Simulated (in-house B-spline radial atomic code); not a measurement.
Atomic self-consistent-field run: C IV (C3+). Computed with an all-electron radial atomic-structure program (B-spline basis): Dirac-Kohn-Sham LDA VWN5, spherical fractional occupations, Fermi nucleus of rms radius 2.4702 fm, inside a hard spherical wall at 1.23 bohr.

Command:
```bash
python run_scf.py task.json out
```
Settings (nuclear radius in fm, mass in u):
```
Z                6
configuration    [He] 2p1
hamiltonian      dirac
method           lda,vwn
spin_polarised   False
nucleus          fermi
rms_radius       2.4702
atomic_mass      12.0
speed_of_light   137.035999084
wall_radius      1.23
```

Output (hartree, bohr):
```
 radial grid: 59 intervals, B-splines of order 8, outer radius 1.23 bohr

 iter        energy (Eh)    residual
    1         -31.605569    2.10e-01
    2         -32.021430    2.46e-02
    3         -32.026144    1.08e-02
    4         -32.027071    4.77e-03
    5         -32.027292    5.70e-04
    6         -32.027295    1.54e-07
    7         -32.027295    6.63e-09

 total energy                       -32.02730
 kinetic                              38.9369
 electron-nucleus                    -78.0826
 Hartree                              11.0708
 exchange-correlation                 -3.9524

 first-order corrections (not in the total)
   Gaunt                             0.0030
   retardation                      -0.0002
   frequency dependence             -0.0000
   self-energy                       0.0016
   Uehling                          -0.0001
   Wichmann-Kroll                    0.0000

 orbital      occ     eigenvalue          <r>       <r^2>       <1/r>       <r^4>       r_max    small
 1s1/2      2.000       -11.4116     0.271618   0.0991531     5.61036   0.0244324      0.1752  4.19e-04
 2p1/2      0.333         0.6024     0.640924    0.454034     1.79379    0.280556      0.6316  1.98e-04
 2p3/2      0.667         0.6049     0.641128     0.45427      1.7927     0.28077      0.6318  1.98e-04
```

Cost of the run: 0.33 s on 1 thread of Intel(R) Xeon(R) Platinum 8488C (shared host).

For the Dirac Hamiltonian the kinetic term is c α·p + (β - 1)c².
